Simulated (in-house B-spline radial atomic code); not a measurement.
**Binding energies in the lutetium ion Lu⁵⁺**

NIST's tabulated ground configuration is [Xe] 4f12; each binding energy is the energy of the ion with one electron taken from that subshell, relaxed, less that of the parent. Level of theory: Dirac-Hartree-Fock, average of configuration, Fermi nucleus of rms radius 5.37 fm; calculated with a B-spline radial code for spherical atoms. Energies include first-order Breit, QED and recoil terms.

```json
{"subshell": "1s", "X-ray name": "K", "binding energy (eV)": "63396.2", "-ε (eV)": "63783.2", "relaxation (eV)": "82.8"}
{"subshell": "2s", "X-ray name": "L1", "binding energy (eV)": "10965.6", "-ε (eV)": "11050.6", "relaxation (eV)": "48.1"}
{"subshell": "2p1/2", "X-ray name": "L2", "binding energy (eV)": "10437.7", "-ε (eV)": "10526.3", "relaxation (eV)": "52.5"}
{"subshell": "2p3/2", "X-ray name": "L3", "binding energy (eV)": "9333", "-ε (eV)": "9406.4", "relaxation (eV)": "49.7"}
{"subshell": "3s", "X-ray name": "M1", "binding energy (eV)": "2589", "-ε (eV)": "2622.2", "relaxation (eV)": "25.9"}
{"subshell": "3p3/2", "X-ray name": "M3", "binding energy (eV)": "2118.7", "-ε (eV)": "2148.2", "relaxation (eV)": "25.4"}
{"subshell": "3d3/2", "X-ray name": "M4", "binding energy (eV)": "1730.7", "-ε (eV)": "1761.2", "relaxation (eV)": "27.9"}
{"subshell": "3d5/2", "X-ray name": "M5", "binding energy (eV)": "1679.7", "-ε (eV)": "1708.7", "relaxation (eV)": "27.4"}
{"subshell": "4s", "X-ray name": "N1", "binding energy (eV)": "601", "-ε (eV)": "612.0", "relaxation (eV)": "9.5"}
{"subshell": "4p1/2", "X-ray name": "N2", "binding energy (eV)": "505.8", "-ε (eV)": "516.4", "relaxation (eV)": "9.2"}
{"subshell": "4p3/2", "X-ray name": "N3", "binding energy (eV)": "451.2", "-ε (eV)": "460.2", "relaxation (eV)": "8.3"}
{"subshell": "4d3/2", "X-ray name": "N4", "binding energy (eV)": "294.1", "-ε (eV)": "302.2", "relaxation (eV)": "7.9"}
{"subshell": "4d5/2", "X-ray name": "N5", "binding energy (eV)": "284", "-ε (eV)": "291.7", "relaxation (eV)": "7.6"}
{"subshell": "5s", "X-ray name": "O1", "binding energy (eV)": "137.1", "-ε (eV)": "138.3", "relaxation (eV)": "1.0"}
{"subshell": "5p1/2", "X-ray name": "O2", "binding energy (eV)": "105.6", "-ε (eV)": "106.7", "relaxation (eV)": "0.9"}
{"subshell": "5p3/2", "X-ray name": "O3", "binding energy (eV)": "97.07", "-ε (eV)": "97.89", "relaxation (eV)": "0.75"}
{"subshell": "4f", "X-ray name": "N6,7", "binding energy (eV)": "90.44", "-ε (eV)": "96.36", "relaxation (eV)": "6.10"}
```

Relaxation = -ε minus the binding energy without Breit, QED and recoil terms.

Emission lines follow as differences of binding energies, with λ = 12398.42 eV·Å / E:

| line | holes | energy (eV) | wavelength (Å) |
| --- | --- | --- | --- |
| K-L3 | 1s → 2p3/2 | 54063.2 | 0.22933 |
| K-L2 | 1s → 2p1/2 | 52958.5 | 0.23412 |
| K-M3 | 1s → 3p3/2 | 61277.5 | 0.20233 |
| L3-M5 | 2p3/2 → 3d5/2 | 7653.3 | 1.62 |
| L2-M4 | 2p1/2 → 3d3/2 | 8707.0 | 1.424 |
| L1-M3 | 2s → 3p3/2 | 8846.9 | 1.4014 |
| L3-M1 | 2p3/2 → 3s | 6744.0 | 1.8384 |
| L2-N4 | 2p1/2 → 4d3/2 | 10143.6 | 1.2223 |

(1) What screening constant σ does Moseley's law, E = (3/4)·13.6057 eV·(Z - σ)², need for K-L3?

Moseley's non-relativistic formula needs a falling, then negative, screening constant for heavy elements, because relativity binds the 1s electron more strongly than the formula allows.

(2) What does it cost to remove both a 2p3/2 and a 3d5/2 electron?

(3) What does it cost to remove both a 4d3/2 and a 5p3/2 electron?

Answers

(1) σ = -1.79.

(2) 11103 eV, which is 90.74 eV more than the two single binding energies together.

(3) 410.66 eV, which is 19.53 eV more than the two single binding energies together.
